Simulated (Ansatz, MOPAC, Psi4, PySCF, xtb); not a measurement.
Complex: N2 (SMILES N#N) (first 2 atoms) with CH3F (SMILES CF); geometry from B3LYP-D3(BJ)/def2-TZVP, rigid monomers moved along the line of their centres of mass till N1···F4 is 3.57 Å.
(charge 0, multiplicity 1):
```xyz
7

N     -0.432     0.021    -0.045
N      0.500     0.053    -0.611
C     -0.358    -0.654     3.890
F      0.860    -0.628     3.218
H     -1.157    -0.470     3.173
H     -0.482    -1.635     4.351
H     -0.352     0.122     4.656
```

```
level                                                     interaction energy (kcal/mol)  minus MP2/CBS(aug-cc-pVDZ, aug-cc-pVTZ) + ΔCCSD(T)/aug-cc-pVDZ
--------------------------------------------------------  -----------------------------  --------------------------------------------------------------
GFN-FF                                                                            -0.28                                                            0.35
PM3                                                                               -0.09                                                            0.55
GFN1-xTB                                                                          -0.31                                                            0.33
HF/3-21G (no counterpoise)                                                        -0.58                                                            0.05
HF/6-31G* (no counterpoise)                                                       -0.36                                                            0.28
PBE-D4/def2-TZVPPD                                                                -0.74                                                           -0.10
BP86/6-31G* (no counterpoise)                                                     -0.12                                                            0.51
r2SCAN-D4/def2-TZVPPD                                                             -0.58                                                            0.05
B3LYP/3-21G (no counterpoise)                                                     -0.56                                                            0.07
B3LYP/6-31G*                                                                      -0.14                                                            0.49
B3LYP/def2-TZVPPD                                                                 -0.12                                                            0.51
B3LYP-D3(BJ)/def2-TZVPPD                                                          -0.57                                                            0.06
PBE0-D4/def2-TZVPPD                                                               -0.66                                                           -0.03
wB97M-V/def2-TZVPPD                                                               -0.61                                                            0.03
MP2/CBS(aug-cc-pVDZ, aug-cc-pVTZ)                                                 -0.68                                                           -0.04
SCS-MP2/aug-cc-pVTZ                                                               -0.55                                                            0.08
CCSD/aug-cc-pVDZ                                                                  -0.51                                                            0.12
CCSD(T)/aug-cc-pVDZ                                                               -0.57                                                            0.06
MP2/CBS(aug-cc-pVDZ, aug-cc-pVTZ) + ΔCCSD(T)/aug-cc-pVDZ                          -0.63                                                            0.00
SAPT0/jun-cc-pV(D+d)Z                                                             -0.47                                                            0.16
```

 The comparison column counts from a level with limits of its own.

The rows run from -0.74 (PBE-D4/def2-TZVPPD) to -0.09 kcal/mol (PM3). The dispersion term adds -0.45 in B3LYP-D3(BJ).

Counterpoise-corrected where a basis set is named; no monomer relaxation. Rows marked so take none.

Cores are frozen in the correlated methods. CBS(a, b) extrapolates the correlation energy as X⁻³ and adds the Hartree–Fock energy of set b. Rows in 3-21G, 6-31G* carry no dispersion term and start afresh at each structure (6-31G* with six Cartesian d functions). The state reached by PM3 isn't checked.

Programs: Ansatz (an electronic-structure program); MOPAC for PM3 (differences of heats of formation); Psi4 for SAPT; PySCF for 3-21G rows, 6-31G* rows, the dispersion terms; xtb for the GFN methods. Each number belongs to the level named beside it.
